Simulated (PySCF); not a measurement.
## Sn (tin, neutral) across methods

[Kr] 4d10 5s2 5p2, high-spin 3P determinant. All numbers are calculated (PySCF 2.14, a scalar-relativistic core potential, in aug-cc-pwCVDZ-PP with ECP28MDF (6s5p4d1f, 48 functions)).

| method | E (hartree) | mean ε 5s α (eV) | mean ε 5s β (eV) | mean ε 5p α (eV) | Σ⟨r²⟩ (bohr²) | ⟨S²⟩ |
| --- | --- | --- | --- | --- | --- | --- |
| LC-wPBE | -214.2735 | -15.477 | -13.136 | -7.415 | 57.49 | 2.007 |
| PBE | -214.2455 | -10.984 | -9.866 | -4.120 | 58.45 | 2.002 |
| TPSS | -214.1578 | -11.080 | -9.700 | -4.189 | 58.16 | 2.002 |
| B97-3 | -214.2972 | -12.279 | -10.642 | -4.934 | 58.29 | 2.003 |
| LDA | -213.9061 | -11.230 | -10.260 | -4.173 | 58.23 | 2.001 |
| B3LYP | -214.3236 | -12.047 | -10.741 | -4.740 | 58.37 | 2.002 |
| UHF | -213.33573 | -15.633 | -12.053 | -7.263 | 59.07 | 2.012 |
| r2SCAN | -214.3265 | -11.445 | -9.944 | -4.419 | 57.83 | 2.005 |

Problem. Estimate the same row for PBE0.

Solution. E (hartree) = -214.2547; mean ε 5s α (eV) = -12.340; mean ε 5s β (eV) = -10.669; mean ε 5p α (eV) = -5.034; Σ⟨r²⟩ (bohr²) = 58.14; ⟨S²⟩ = 2.003.

Energies and moments cover only the electrons outside the core potential.
